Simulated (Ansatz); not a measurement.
Ansatz results at the PBE0-D4/def2-TZVP geometry: ideal-gas entropy at 298 K and 1 bar (rigid rotor, harmonic PBE0-D4/def2-TZVP) 423 J/(mol·K); HOMO–LUMO gap (B3LYP/def2-TZVPP) 3.48 eV; zero-point energy (PBE0-D4/def2-TZVP) 300.3 kJ/mol.

Each molecule was computed in one conformer, which needn't be the lowest.

(1) Which molecule gave them?
A. `C[Si](C)(C)[O][Cu]`
B. `[NH3+][Cu-][Cl]`
C. `[NH2][Cu-][OH2+]`
D. `[NH2][Cu-][NH3+]`

Results:

(1) A. The others give `[NH2][Cu-][OH2+]`: 312, 3.77, 129.6; `[NH2][Cu-][NH3+]`: 322, 3.95, 165.3; `[NH3+][Cu-][Cl]`: 295, 5.17, 104.6.

B3LYP here is the variant with VWN-RPA as its local correlation; programs differ in this.
